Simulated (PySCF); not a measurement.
# Finite-field polarisability of Cl (chlorine, neutral)

[Ne] 3s2 3p5, 2P determinant. Computed with PySCF 2.14 in dyall-av3z (19s12p3d2f, 84 functions), with the spin-free X2C one-electron Hamiltonian (Gaussian nucleus). Frozen: [Ne]. Energy changes in a uniform field (μhartree):

| axis | F (au) | HF | MP2 | CCSD | CCSD(T) |
| --- | --- | --- | --- | --- | --- |
| x | 0.0039 | -97.510 | -99.847 | -99.478 | -100.017 |
| x | 0.0078 | -390.098 | -399.460 | -397.989 | -400.149 |
| y | 0.0037 | -99.069 | -102.405 | -101.944 | -102.740 |
| y | 0.0074 | -396.421 | -409.793 | -407.945 | -411.137 |

By symmetry the remaining axis equals y.

(1) Derive α along x at CCSD(T) from the two fields.

(2) And the mean polarisability at each level?

## Answers

(1) With ΔE = −αF²/2 − γF⁴/24, α = −(16 ΔE(F) − ΔE(2F))/(6F²) = 13.15 bohr³.

(2) The components xx, yy, zz at CCSD(T) are 13.15, 15.01, 15.01, the third axis being equal by symmetry to one of the two computed. Means: HF 13.92, MP2 14.35, CCSD 14.29, CCSD(T) 14.39 bohr³. Reference: 14.6 ± 0.1 bohr³ (recommended; Schwerdtfeger and Nagle, table of static dipole polarizabilities (2023 update)).
